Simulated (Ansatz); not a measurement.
`[K][I]` and `[K][Br]` differ in one element.

Ansatz, PBE0-D4/def2-TZVP geometries, multiplicity 1. 

Elements past krypton have def2 core potentials. Scalar relativity is left out up to krypton.

| property | `[K][I]` |
| --- | --- |
| HOMO–LUMO gap (B3LYP/def2-TZVPP) / eV | 3.46 |
| ideal-gas entropy at 298 K and 1 bar (rigid rotor, harmonic PBE0-D4/def2-TZVP) / J/(mol·K) | 258 |
| HOMO–LUMO gap (PBE/def2-TZVPP) / eV | 2.43 |
| HOMO–LUMO gap (PBE0/def2-TZVPP) / eV | 3.97 |
| LUMO energy (PBE/def2-TZVPP) / eV | -2.02 |
| LUMO energy (PBE0/def2-TZVPP) / eV | -1.51 |

Give the same properties after the change, and the shifts. (Best estimate.)

The calculation gave: 
```tsv
property	`[K][Br]`	shift
HOMO–LUMO gap (B3LYP/def2-TZVPP) / eV	3.84	0.38
ideal-gas entropy at 298 K and 1 bar (rigid rotor, harmonic PBE0-D4/def2-TZVP) / J/(mol·K)	251	-7
HOMO–LUMO gap (PBE/def2-TZVPP) / eV	2.70	0.27
HOMO–LUMO gap (PBE0/def2-TZVPP) / eV	4.37	0.40
LUMO energy (PBE/def2-TZVPP) / eV	-1.92	0.10
LUMO energy (PBE0/def2-TZVPP) / eV	-1.40	0.11
```

With PBE0 the HOMO falls by 0.30 eV and the LUMO rises by 0.11 eV, so the gap widens by about 0.41 eV. PBE moves the HOMO by -0.15 eV and ωB97M-V by -0.42 eV.

B3LYP here is the variant with VWN-RPA as its local correlation; programs differ in this.

Spin–orbit coupling is left out; it splits and shifts lone-pair levels of the heavy atoms by tenths of an eV.
